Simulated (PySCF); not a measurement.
Structure from 2D NMR

Compound of formula C₈H₈OS. Correlations simulated from computed shifts and the bond graph:

HSQC (one-bond C–H):
```csv
δH,δC
7.76,125.6
7.54,131.6
7.46,132.4
6.68,122.2
6.50,151.0
6.00,122.2
```

COSY cross peaks (H two or three bonds apart, from the bond graph; peaks can be absent where the dihedral angle is near 90°):
```csv
δH,δH
7.76,7.54
7.54,7.46
6.68,6.50
6.68,6.00
6.50,6.00
```

HMBC (two and three bonds, from the bond graph):
```csv
δH,δC
7.76,"149.2, 132.4, 131.6, 125.6"
7.54,"149.2, 132.4, 131.6, 125.6"
7.46,"131.6, 125.6"
6.68,151.0
6.50,"149.2, 122.2"
6.00,151.0
```

Carbons without hydrogens: δ 149.2.

PySCF 2.14 calculation with geometry: PBE0-D3(BJ)/def2-SVP and shieldings: GIAO B97-2/pcSseg-1; no relativistic terms, averaged over atoms made equivalent by symmetry, fast rotation or ring inversion, no solvent, one conformer.

Chemical shifts δ = σref − σ; ¹H (σ = 31.38 ppm) and ¹³C (σ = 183.69 ppm) against TMS, all at this level.

Exchangeable hydrogens are left out of these lists.

Task: Work out the connectivity.

Result: `InChI=1S/C8H8OS/c1-2-10(9)8-6-4-3-5-7-8/h2-7H,1H2/t10-/m1/s1`.

Atoms are numbered as in `[CH2:1]=[CH:2][S@@:3](=[O:4])[c:5]1[cH:6][cH:7][cH:8][cH:9][cH:10]1` (H(Xn): hydrogen on atom n). Ha(C1) is cis to S3; Hb(C1) is trans to S3.

1. δC 151.0 is C2, an alkene CH (δH 6.50).
2. δC 149.2 is C5, an aromatic carbon bearing sulfur.
3. δC 132.4 is C8, an aromatic CH (δH 7.46).
4. δC 131.6 is C7/C9, an aromatic CH (δH 7.54).
5. δC 125.6 is C6/C10, an aromatic CH (δH 7.76).
6. δC 122.2 is C1, a terminal =CH2 carbon (δH 6.00, 6.68).
7. HMBC from δH 7.76 reaches the proton-free carbon C5.
8. HMBC from δH 7.54 reaches the proton-free carbon C5.
9. HMBC from δH 6.50 reaches the proton-free carbon C5.
10. COSY links 7.76–7.54, 7.54–7.46, 6.68–6.50, 6.68–6.00, 6.50–6.00.

The data come from this structure; uniqueness wasn't tested.

Shifts are as computed. Against solution values, carbons near 30 ppm lie about +1 ppm off and those near 130 ppm about +2 ppm. Of 1211 compounds with measured shifts, 218 miss one by over three times the rms of a fit or turn the order of signals round; such compounds aren't used in these exercises.
